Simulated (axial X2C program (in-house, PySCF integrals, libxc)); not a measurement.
**Spin–orbit effects down a group: molecules with Mn, PBE0**

All values come from calculations with an axial X2C code built on PySCF integrals, spin-free (one-electron X2C) or two-component (2c: spin–orbit coupling with atomic mean-field Coulomb and Gaunt terms, which also bring small scalar terms), in Dyall basis sets with cores contracted in-house; open shells are unrestricted.

Basis sets: H dyall-v3z, Li dyall-cv3z, Mn dyall-cv3z, Na dyall-cv3z.

```json
{"molecule": "MnH", "spin-free state": "M_S = 3, Λ = 0", "Re (Å)": "1.721", "ωe (cm⁻¹)": "1555.7", "De (eV)": "1.84", "2c state": "Ω = 3", "Re 2c (Å)": "1.722", "ωe 2c (cm⁻¹)": "1555.0", "De 2c (eV)": "1.84"}
{"molecule": "LiMn", "spin-free state": "M_S = 3, Λ = 0", "Re (Å)": "2.987", "ωe (cm⁻¹)": "220.9", "De (eV)": "0.38", "2c state": "Ω = 3", "Re 2c (Å)": "2.988", "ωe 2c (cm⁻¹)": "220.7", "De 2c (eV)": "0.38"}
{"molecule": "NaMn", "spin-free state": "M_S = 3, Λ = 0", "Re (Å)": "3.291", "ωe (cm⁻¹)": "114.5", "De (eV)": "0.28", "2c state": "Ω = 3", "Re 2c (Å)": "3.292", "ωe 2c (cm⁻¹)": "114.4", "De 2c (eV)": "0.28"}
```

Each entry is the lowest single determinant of a limited PBE0 search at one distance. De goes to single-determinant-based atoms at the same level (for ions the charge split of lowest energy) and is withheld (n/a) where an atom does not fit its ground term or J level. Main or longest-lived isotopes. One determinant is a doubtful description, or other states lie close, for MnH, LiMn, NaMn; these need not be ground states, and all values refer to the states named. Some open-shell Ω = 0 determinants are out of reach, so the Ω given for MnH, LiMn, NaMn need not be the lowest component. With several unpaired electrons the Ω given is that of one determinant, not necessarily of the lowest component.
